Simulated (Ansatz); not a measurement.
3-chloro-1,1-difluoropropa-1,2-diene (C3HClF2), SMILES C(F)(=C=CCl)F.

Geometry: B3LYP-D3(BJ)/def2-SVP.

Two levels are set side by side: PBE/def2-SVPD (Ansatz, a quantum-chemistry and plane-wave program) and CAM-B3LYP/def2-SVPD (Ansatz). Energy differences of separate SCF runs at the same geometry; the states with an electron removed or added have multiplicity 2 and 2. Differences are taken from unrounded values.

```csv
quantity,CAM-B3LYP,PBE,PBE minus CAM-B3LYP
vertical ionisation energy (eV),10.39,10.06,-0.33
vertical singlet–triplet gap (eV),4.03,4.02,-0.01
```
